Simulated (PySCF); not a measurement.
**Frontier levels across methods**

Species: C2H9NOSi.
Geometry (PBE0-D3(BJ)/def2-SVP, Å), atoms numbered from 1 in this order:
```xyz
14
C2H9NOSi angstrom
C     -2.2270    0.4770    0.1263
O     -0.8592    0.3860    0.3766
C     -0.2487   -0.7383   -0.2065
Si     1.5960   -0.6160    0.1968
N      2.0695    0.9478   -0.3777
H     -2.6033    1.3886    0.6126
H     -2.4445    0.5403   -0.9588
H     -2.7796   -0.3934    0.5330
H     -0.6872   -1.6847    0.1752
H     -0.3920   -0.7439   -1.3079
H      1.7769   -0.8639    1.6672
H      2.3613   -1.6769   -0.5295
H      1.4089    1.6903   -0.1649
H      3.0211    1.2732   -0.2477
```

Basis pcSseg-1 throughout (PySCF), one geometry. Isolated species at its PBE0-D3(BJ)/def2-SVP geometry (one conformer only).

Question: How do the orbital energies, the gap and the dipole change with the method?

Answer: 
```csv
method,kind,HOMO (eV),LUMO (eV),gap (eV),μ (D),SCF cycles
BLYP,GGA,-5.61,0.15,5.76,0.82,15
OPBE,GGA,-5.73,0.28,6.01,0.84,14
PBE,GGA,-5.74,0.06,5.80,0.85,15
B97-D,GGA,-5.75,0.22,5.97,0.82,15
LDA,LDA,-5.83,-0.15,5.68,0.88,15
KT2,GGA,-5.84,-0.11,5.72,0.80,15
BP86,GGA,-5.85,0.05,5.91,0.86,15
KT3,GGA,-5.85,-0.04,5.82,0.77,14
B97-2,global hybrid,-6.92,0.98,7.90,0.82,13
B3LYP,global hybrid,-6.93,0.71,7.63,0.81,13
PBE0,global hybrid,-7.18,0.97,8.14,0.84,13
mPW1PW91,global hybrid,-7.22,0.98,8.20,0.83,13
BHandHLYP,global hybrid,-8.53,1.82,10.35,0.81,12
CAM-B3LYP,range-separated hybrid,-8.59,1.95,10.54,0.81,13
wB97X-D,range-separated hybrid,-9.11,2.79,11.90,0.82,14
LC-wPBE,range-separated hybrid,-10.00,3.24,13.25,0.83,14
HF,Hartree–Fock,-10.70,4.13,14.83,0.83,10
```

The HOMO spans 5.09 eV, from BLYP down to HF, and the gap runs from 5.68 eV (LDA) to 14.83 eV (HF). Over the methods BLYP (0 %), OPBE (0 %), PBE (0 %), B97-D (0 %), LDA (0 %), KT2 (0 %), BP86 (0 %), KT3 (0 %), B97-2 (21 %), B3LYP (20 %), PBE0 (25 %), mPW1PW91 (25 %), BHandHLYP (50 %), HF (100 %), a straight line through the gap against the share of exact exchange rises by 0.90 eV for each 10 % (correlation coefficient 0.999). The dipole ranges from 0.77 D (KT3) to 0.88 D (LDA). This basis has no diffuse functions.
